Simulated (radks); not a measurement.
Ionisation of the krypton ion Kr24+, [Ne] 3s2, to [Ne] 3s1 as the strength of local exchange is varied. Method: scalar-relativistic Kohn-Sham, Slater X-alpha exchange (alpha = 2/3 is LDA exchange), no correlation, spin-polarised, spherical densities, finite nucleus; Fermi nuclear charge, rms radius 4.1884 fm; computed with a radial shooting solver on a logarithmic mesh with Libxc functionals.

alpha  E(Kr24+) (hartree)  exchange (hartree)  IE (eV)  -e of the level emptied (eV)  <r> of it (bohr)
0.644         -2406.28687           -55.18084   1149.7                   1128.1 (3s)            0.4466
0.667         -2408.26149           -57.18247   1151.2                   1129.8 (3s)            0.4462
0.709         -2411.87009           -60.84312   1153.9                   1132.8 (3s)            0.4456
0.784         -2418.32288           -67.39768   1158.7                   1138.2 (3s)            0.4445
0.821         -2421.51045           -70.63962   1161.1                   1140.9 (3s)            0.4440
1.031         -2439.65452           -89.14433   1174.6                   1156.1 (3s)            0.4409
1.033         -2439.82775           -89.32143   1174.7                   1156.2 (3s)            0.4409

NIST Atomic Spectra Database: 1155 eV (semi-empirical). The Delta-SCF value meets it near alpha = 0.73.
